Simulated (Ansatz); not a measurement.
CH6BFGeS at its PBE0-D4/def2-TZVP geometry, where that method's forces vanish. Total charge 0; spin multiplicity 1. The bonds changed during the relaxation, so this is another structure than the one it started from.

```xyz
11

C     0.7650   -0.4398   -1.4130
S    -0.8770   -0.0711   -0.7555
Ge   -0.5837   -0.5042    1.5591
B    -0.4362    1.3521    0.5997
F    -1.4376    2.2410    0.7812
H     1.5331   -0.1683   -0.6904
H     0.9035    0.1410   -2.3246
H     0.8248   -1.5041   -1.6354
H     0.5284   -1.5733    1.5366
H    -1.9065   -1.2070    1.9235
H     0.6861    1.7337    0.4189
```

Problem. What forces (eV/Å) does PBE-D4/def2-TZVPP give on these atoms in Ansatz? (An estimate is asked.)

Solution. The calculation gave: 
```
C1   0.056 -0.024 -0.030
S2  -0.296 -0.021 -0.146
Ge3  0.070  0.110  0.265
B4   0.217 -0.153 -0.059
F5  -0.359  0.343  0.084
H6   0.158  0.055  0.139
H7   0.032  0.116 -0.185
H8   0.020 -0.212 -0.046
H9   0.119 -0.149 -0.026
H10 -0.164 -0.104  0.013
H11  0.149  0.039 -0.010
```
